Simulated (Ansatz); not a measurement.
# Molecular dynamics of AlH7O2SSi

The input (input.yaml):

```yaml
crystal:
  periodic: [false, false, false]
  atoms:
    - { symbol: Al, position_ang: [0.16355, -0.663771, 0.559222] }
    - { symbol: S, position_ang: [1.766395, -1.124078, -1.214896] }
    - { symbol: O, position_ang: [0.945768, -0.190819, 2.054233] }
    - { symbol: O, position_ang: [-1.100599, -1.855676, 0.30852] }
    - { symbol: H, position_ang: [0.784925, 0.220422, -0.976018] }
    - { symbol: Si, position_ang: [-0.51493, 1.658365, -0.50365] }
    - { symbol: H, position_ang: [0.777804, -1.703741, -1.967495] }
    - { symbol: H, position_ang: [1.339678, -0.889562, 2.611937] }
    - { symbol: H, position_ang: [-1.874188, -1.842323, 0.904467] }
    - { symbol: H, position_ang: [-1.279686, 1.618509, -1.801577] }
    - { symbol: H, position_ang: [-1.503128, 1.997834, 0.593399] }
    - { symbol: H, position_ang: [0.494312, 2.774838, -0.568044] }
basis:
  gaussian: { orbitals: cc-pVDZ }
hamiltonian:
  xc: blyp
md:
  timestep: 0.5
  n_steps: 200
  ensemble: nve
  temperature: 100.0
  initial_velocities: maxwell_boltzmann
  seed: 4326
```

Launched with:

```bash
$ ansatz run input.yaml --threads 2 --pin off --max-ram 3072MiB --backend cpu --events-out ev --progress --plain --runs-dir out
```

It starts at the highest image of a converged band, a first-order saddle point between two minima.

Output, in part (one step line in 3, the closing report, with atoms numbered from 0):

```
md step     0: t =     0.00 fs  T =   100.0 K  F+E_penalty+E_count = -29518.91112996 eV  E_kin = 0.129260 eV  conserved = -29518.78186996 eV  (31 SCF iters)
md step     3: t =     1.50 fs  T =    84.8 K  F+E_penalty+E_count = -29518.89097917 eV  E_kin = 0.109570 eV  conserved = -29518.78140917 eV  (31 SCF iters)
md step     6: t =     3.00 fs  T =    75.6 K  F+E_penalty+E_count = -29518.87906102 eV  E_kin = 0.097670 eV  conserved = -29518.78139088 eV  (31 SCF iters)
md step     9: t =     4.50 fs  T =    76.8 K  F+E_penalty+E_count = -29518.88093765 eV  E_kin = 0.099262 eV  conserved = -29518.78167521 eV  (32 SCF iters)
md step    12: t =     6.00 fs  T =    67.1 K  F+E_penalty+E_count = -29518.86809606 eV  E_kin = 0.086763 eV  conserved = -29518.78133286 eV  (31 SCF iters)
md step    15: t =     7.50 fs  T =    71.8 K  F+E_penalty+E_count = -29518.87421685 eV  E_kin = 0.092794 eV  conserved = -29518.78142295 eV  (32 SCF iters)
md step    18: t =     9.00 fs  T =    82.9 K  F+E_penalty+E_count = -29518.88893366 eV  E_kin = 0.107173 eV  conserved = -29518.78176067 eV  (31 SCF iters)
md step    21: t =    10.50 fs  T =    76.7 K  F+E_penalty+E_count = -29518.88043688 eV  E_kin = 0.099146 eV  conserved = -29518.78129064 eV  (31 SCF iters)
md step    24: t =    12.00 fs  T =    90.1 K  F+E_penalty+E_count = -29518.89779601 eV  E_kin = 0.116450 eV  conserved = -29518.78134642 eV  (31 SCF iters)
md step    27: t =    13.50 fs  T =   119.8 K  F+E_penalty+E_count = -29518.93659346 eV  E_kin = 0.154876 eV  conserved = -29518.78171766 eV  (31 SCF iters)
md step    30: t =    15.00 fs  T =   135.6 K  F+E_penalty+E_count = -29518.95662665 eV  E_kin = 0.175248 eV  conserved = -29518.78137830 eV  (31 SCF iters)
md step    33: t =    16.50 fs  T =   161.4 K  F+E_penalty+E_count = -29518.99010562 eV  E_kin = 0.208678 eV  conserved = -29518.78142765 eV  (30 SCF iters)
md step    36: t =    18.00 fs  T =   193.0 K  F+E_penalty+E_count = -29519.03124857 eV  E_kin = 0.249494 eV  conserved = -29518.78175461 eV  (31 SCF iters)
md step    39: t =    19.50 fs  T =   207.8 K  F+E_penalty+E_count = -29519.04991030 eV  E_kin = 0.268606 eV  conserved = -29518.78130397 eV  (30 SCF iters)
md step    42: t =    21.00 fs  T =   240.9 K  F+E_penalty+E_count = -29519.09273772 eV  E_kin = 0.311345 eV  conserved = -29518.78139309 eV  (30 SCF iters)
md step    45: t =    22.50 fs  T =   286.3 K  F+E_penalty+E_count = -29519.15179829 eV  E_kin = 0.370056 eV  conserved = -29518.78174248 eV  (30 SCF iters)
md step    48: t =    24.00 fs  T =   315.3 K  F+E_penalty+E_count = -29519.18894937 eV  E_kin = 0.407550 eV  conserved = -29518.78139929 eV  (30 SCF iters)
md step    51: t =    25.50 fs  T =   352.6 K  F+E_penalty+E_count = -29519.23720167 eV  E_kin = 0.455718 eV  conserved = -29518.78148385 eV  (29 SCF iters)
md step    54: t =    27.00 fs  T =   391.6 K  F+E_penalty+E_count = -29519.28793380 eV  E_kin = 0.506138 eV  conserved = -29518.78179542 eV  (30 SCF iters)
md step    57: t =    28.50 fs  T =   411.7 K  F+E_penalty+E_count = -29519.31356764 eV  E_kin = 0.532222 eV  conserved = -29518.78134531 eV  (28 SCF iters)
md step    60: t =    30.00 fs  T =   447.1 K  F+E_penalty+E_count = -29519.35947403 eV  E_kin = 0.577910 eV  conserved = -29518.78156448 eV  (31 SCF iters)
md step    63: t =    31.50 fs  T =   480.8 K  F+E_penalty+E_count = -29519.40344268 eV  E_kin = 0.621510 eV  conserved = -29518.78193223 eV  (30 SCF iters)
md step    66: t =    33.00 fs  T =   482.1 K  F+E_penalty+E_count = -29519.40465785 eV  E_kin = 0.623148 eV  conserved = -29518.78150986 eV  (30 SCF iters)
md step    69: t =    34.50 fs  T =   483.7 K  F+E_penalty+E_count = -29519.40670428 eV  E_kin = 0.625201 eV  conserved = -29518.78150312 eV  (29 SCF iters)
md step    72: t =    36.00 fs  T =   487.8 K  F+E_penalty+E_count = -29519.41234462 eV  E_kin = 0.630563 eV  conserved = -29518.78178193 eV  (30 SCF iters)
md step    75: t =    37.50 fs  T =   475.8 K  F+E_penalty+E_count = -29519.39643295 eV  E_kin = 0.615052 eV  conserved = -29518.78138072 eV  (29 SCF iters)
md step    78: t =    39.00 fs  T =   475.5 K  F+E_penalty+E_count = -29519.39617816 eV  E_kin = 0.614578 eV  conserved = -29518.78160025 eV  (29 SCF iters)
md step    81: t =    40.50 fs  T =   469.6 K  F+E_penalty+E_count = -29519.38884018 eV  E_kin = 0.607001 eV  conserved = -29518.78183898 eV  (31 SCF iters)
md step    84: t =    42.00 fs  T =   439.1 K  F+E_penalty+E_count = -29519.34891661 eV  E_kin = 0.567569 eV  conserved = -29518.78134777 eV  (29 SCF iters)
md step    87: t =    43.50 fs  T =   424.0 K  F+E_penalty+E_count = -29519.32946689 eV  E_kin = 0.548109 eV  conserved = -29518.78135835 eV  (30 SCF iters)
md step    90: t =    45.00 fs  T =   424.5 K  F+E_penalty+E_count = -29519.33038036 eV  E_kin = 0.548653 eV  conserved = -29518.78172784 eV  (30 SCF iters)
md step    93: t =    46.50 fs  T =   412.1 K  F+E_penalty+E_count = -29519.31407358 eV  E_kin = 0.532682 eV  conserved = -29518.78139131 eV  (30 SCF iters)
md step    96: t =    48.00 fs  T =   409.7 K  F+E_penalty+E_count = -29519.31107716 eV  E_kin = 0.529575 eV  conserved = -29518.78150208 eV  (30 SCF iters)
md step    99: t =    49.50 fs  T =   409.4 K  F+E_penalty+E_count = -29519.31094699 eV  E_kin = 0.529216 eV  conserved = -29518.78173133 eV  (30 SCF iters)
md step   102: t =    51.00 fs  T =   394.2 K  F+E_penalty+E_count = -29519.29087983 eV  E_kin = 0.509562 eV  conserved = -29518.78131759 eV  (29 SCF iters)
md step   105: t =    52.50 fs  T =   397.0 K  F+E_penalty+E_count = -29519.29446982 eV  E_kin = 0.513103 eV  conserved = -29518.78136719 eV  (30 SCF iters)
md step   108: t =    54.00 fs  T =   413.1 K  F+E_penalty+E_count = -29519.31574308 eV  E_kin = 0.533971 eV  conserved = -29518.78177217 eV  (30 SCF iters)
md step   111: t =    55.50 fs  T =   411.0 K  F+E_penalty+E_count = -29519.31273906 eV  E_kin = 0.531283 eV  conserved = -29518.78145565 eV  (30 SCF iters)
md step   114: t =    57.00 fs  T =   413.9 K  F+E_penalty+E_count = -29519.31650940 eV  E_kin = 0.535035 eV  conserved = -29518.78147466 eV  (30 SCF iters)
md step   117: t =    58.50 fs  T =   420.8 K  F+E_penalty+E_count = -29519.32569835 eV  E_kin = 0.543948 eV  conserved = -29518.78175063 eV  (29 SCF iters)
md step   120: t =    60.00 fs  T =   411.4 K  F+E_penalty+E_count = -29519.31309096 eV  E_kin = 0.531759 eV  conserved = -29518.78133204 eV  (30 SCF iters)
md step   123: t =    61.50 fs  T =   417.6 K  F+E_penalty+E_count = -29519.32116223 eV  E_kin = 0.539794 eV  conserved = -29518.78136862 eV  (30 SCF iters)
md step   126: t =    63.00 fs  T =   435.6 K  F+E_penalty+E_count = -29519.34485515 eV  E_kin = 0.563020 eV  conserved = -29518.78183553 eV  (30 SCF iters)
md step   129: t =    64.50 fs  T =   428.8 K  F+E_penalty+E_count = -29519.33576563 eV  E_kin = 0.554260 eV  conserved = -29518.78150538 eV  (30 SCF iters)
md step   132: t =    66.00 fs  T =   423.2 K  F+E_penalty+E_count = -29519.32836546 eV  E_kin = 0.546969 eV  conserved = -29518.78139686 eV  (29 SCF iters)
md step   135: t =    67.50 fs  T =   428.1 K  F+E_penalty+E_count = -29519.33510223 eV  E_kin = 0.553380 eV  conserved = -29518.78172268 eV  (30 SCF iters)
md step   138: t =    69.00 fs  T =   420.0 K  F+E_penalty+E_count = -29519.32431207 eV  E_kin = 0.542931 eV  conserved = -29518.78138121 eV  (30 SCF iters)
md step   141: t =    70.50 fs  T =   422.8 K  F+E_penalty+E_count = -29519.32799671 eV  E_kin = 0.546536 eV  conserved = -29518.78146028 eV  (29 SCF iters)
md step   144: t =    72.00 fs  T =   428.4 K  F+E_penalty+E_count = -29519.33561034 eV  E_kin = 0.553721 eV  conserved = -29518.78188974 eV  (30 SCF iters)
md step   147: t =    73.50 fs  T =   404.5 K  F+E_penalty+E_count = -29519.30436336 eV  E_kin = 0.522919 eV  conserved = -29518.78144417 eV  (30 SCF iters)
md step   150: t =    75.00 fs  T =   387.2 K  F+E_penalty+E_count = -29519.28185563 eV  E_kin = 0.500482 eV  conserved = -29518.78137316 eV  (30 SCF iters)
md step   153: t =    76.50 fs  T =   383.2 K  F+E_penalty+E_count = -29519.27707031 eV  E_kin = 0.495305 eV  conserved = -29518.78176503 eV  (30 SCF iters)
md step   156: t =    78.00 fs  T =   362.0 K  F+E_penalty+E_count = -29519.24936069 eV  E_kin = 0.467936 eV  conserved = -29518.78142457 eV  (30 SCF iters)
md step   159: t =    79.50 fs  T =   347.1 K  F+E_penalty+E_count = -29519.23015702 eV  E_kin = 0.448699 eV  conserved = -29518.78145792 eV  (30 SCF iters)
md step   162: t =    81.00 fs  T =   335.8 K  F+E_penalty+E_count = -29519.21588687 eV  E_kin = 0.434108 eV  conserved = -29518.78177882 eV  (30 SCF iters)
md step   165: t =    82.50 fs  T =   307.1 K  F+E_penalty+E_count = -29519.17827110 eV  E_kin = 0.396961 eV  conserved = -29518.78131012 eV  (30 SCF iters)
md step   168: t =    84.00 fs  T =   297.8 K  F+E_penalty+E_count = -29519.16636974 eV  E_kin = 0.384957 eV  conserved = -29518.78141232 eV  (30 SCF iters)
md step   171: t =    85.50 fs  T =   300.9 K  F+E_penalty+E_count = -29519.17072284 eV  E_kin = 0.388955 eV  conserved = -29518.78176815 eV  (28 SCF iters)
md step   174: t =    87.00 fs  T =   286.5 K  F+E_penalty+E_count = -29519.15168461 eV  E_kin = 0.370285 eV  conserved = -29518.78140003 eV  (28 SCF iters)
md step   177: t =    88.50 fs  T =   280.6 K  F+E_penalty+E_count = -29519.14420911 eV  E_kin = 0.362728 eV  conserved = -29518.78148083 eV  (29 SCF iters)
md step   180: t =    90.00 fs  T =   277.3 K  F+E_penalty+E_count = -29519.14025061 eV  E_kin = 0.358464 eV  conserved = -29518.78178625 eV  (30 SCF iters)
md step   183: t =    91.50 fs  T =   256.5 K  F+E_penalty+E_count = -29519.11281597 eV  E_kin = 0.331494 eV  conserved = -29518.78132235 eV  (30 SCF iters)
md step   186: t =    93.00 fs  T =   253.3 K  F+E_penalty+E_count = -29519.10891617 eV  E_kin = 0.327421 eV  conserved = -29518.78149525 eV  (30 SCF iters)
md step   189: t =    94.50 fs  T =   254.9 K  F+E_penalty+E_count = -29519.11135001 eV  E_kin = 0.329516 eV  conserved = -29518.78183429 eV  (30 SCF iters)
md step   192: t =    96.00 fs  T =   232.6 K  F+E_penalty+E_count = -29519.08214317 eV  E_kin = 0.300720 eV  conserved = -29518.78142359 eV  (30 SCF iters)
md step   195: t =    97.50 fs  T =   218.0 K  F+E_penalty+E_count = -29519.06324415 eV  E_kin = 0.281842 eV  conserved = -29518.78140178 eV  (30 SCF iters)
md step   198: t =    99.00 fs  T =   214.6 K  F+E_penalty+E_count = -29519.05903854 eV  E_kin = 0.277365 eV  conserved = -29518.78167385 eV  (30 SCF iters)
md step   200: t =   100.00 fs  T =   207.4 K  F+E_penalty+E_count = -29519.04953995 eV  E_kin = 0.268075 eV  conserved = -29518.78146482 eV  (29 SCF iters)
Total energy: -29519.04997906 eV, -1084.8050779999 hartree
Atom 0 at    -0.307936    -0.333283     0.940371 Å, force     0.225851     0.902492    -1.195563 eV/Å
Atom 1 at     2.057952    -1.434943    -1.503024 Å, force     0.241905     0.169389     0.219929 eV/Å
Atom 2 at     1.016247    -0.404164     2.089935 Å, force    -0.346829     0.820138    -0.164956 eV/Å
Atom 3 at    -0.884175    -1.888853     0.301400 Å, force     0.267870     0.141365     0.484196 eV/Å
Atom 4 at     2.886799    -0.515663    -2.097793 Å, force    -0.034234    -0.086430     0.050002 eV/Å
Atom 5 at    -0.707502     1.878619    -0.462021 Å, force    -0.395688    -0.414807     1.241356 eV/Å
Atom 6 at     1.426029    -1.699739    -2.672063 Å, force    -0.196288    -0.042028    -0.261379 eV/Å
Atom 7 at     1.193046    -1.257924     2.493487 Å, force     0.242568    -0.683583     0.457062 eV/Å
Atom 8 at    -0.184950    -2.490662     0.655624 Å, force    -0.404269    -0.311882    -0.280030 eV/Å
Atom 9 at    -1.019172     1.436958    -1.852818 Å, force     0.059348     0.023480    -0.271780 eV/Å
Atom 10 at    -1.905441     2.728276     0.023376 Å, force     0.421445    -0.335371    -0.167877 eV/Å
Atom 11 at     0.502446     2.791760    -0.405013 Å, force    -0.081678    -0.182764    -0.110960 eV/Å
Dipole moment:     0.237867    -0.235806    -0.080296 e Å
```

All steps were run. The conserved energy stayed within 0.06 meV per atom of its start (net change 0.034 meV per atom), so the integration is sound. The kinetic energy rose, since the run started high on the potential surface and went downhill. It ends in pieces (AlH5O2Si + H2S), so much of that is their flight and rotation, not heat. A run of 0.1 ps of so small a system gives no equilibrium averages. The orbitals stay closed-shell, which can raise the energy where a bond breaks towards radicals; this wasn't checked here.

Between its relaxed ends the band would form Al1–Si6, S2–H5 and break H5–Si6. These pairs go: Al1–Si6 2.64 → 2.65 Å, S2–H5 1.68 → 1.37 Å, H5–Si6 2.00 → 4.62 Å. In the last frame they stand as after the step (other bonds may differ from the relaxed reactants and products). Also parted: Al1–S2 2.43 → 3.58 Å, Al1–H5 1.88 → 4.41 Å. It ends as AlH5O2Si + H2S. Pairs count as bonded within 1.25 times the sum of covalent radii (0.12 Å more for H–H).

Last frame:

```xyz
12
Properties=species:S:1:pos:R:3
Al -0.308 -0.333 0.940
S 2.058 -1.435 -1.503
O 1.016 -0.404 2.090
O -0.884 -1.889 0.301
H 2.887 -0.516 -2.098
Si -0.708 1.879 -0.462
H 1.426 -1.700 -2.672
H 1.193 -1.258 2.494
H -0.185 -2.491 0.656
H -1.019 1.437 -1.853
H -1.905 2.728 0.023
H 0.502 2.792 -0.405
```

Time of the run: 9.6 min on 2 threads of Arm Neoverse V2 (shared host), peak memory 0.17 GiB.
